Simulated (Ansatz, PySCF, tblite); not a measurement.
Potential energy curve for SLi (cation, charge +1), lowest triplet found (which spin is the ground state isn't settled by this scan). Each curve is given relative to its own lowest point between 2.12 and 3.12 Å, where full CI is lowest.

```tsv
R / Å	A	B	C
1.66	334.6	307.4	213.5
1.81	185.4	165.8	100.7
1.93	110.6	96.8	52.0
2.03	68.6	58.9	28.2
2.12	42.3	35.7	15.1
2.20	25.8	21.3	7.8
2.27	15.6	12.5	3.9
2.35	7.6	5.8	1.3
2.40	4.3	3.0	0.4
2.51	0.5	0.0	0.0
2.61	0.0	0.0	0.7
2.76	2.9	3.0	2.7
2.95	9.9	9.8	5.5
3.12	17.5	16.8	8.9
3.39	29.7	27.9	15.7
3.70	42.0	38.9	23.5
4.14	55.1	50.4	33.4
4.61	64.0	58.3	41.4
5.13	70.2	63.6	—
5.77	74.8	67.4	—
6.69	78.6	70.3	—
7.92	80.8	72.1	—
```

Energies in kJ/mol.

Which curve belongs to which method? The methods are GFN2-xTB, 300 K electronic temperature in tblite; CCSD(T) on ROHF/aug-cc-pVDZ, frozen core (Ansatz, an electronic-structure program); PySCF with unrestricted B3LYP/3-21G.

A is UKS-B3LYP/3-21G; B is ROCCSD(T); C is GFN2-xTB.

A dash means that the run gave no value there, or that the column was ended at a point which the program doubted or which failed a test of continuity chosen for this set; such a test can also cut sound points.
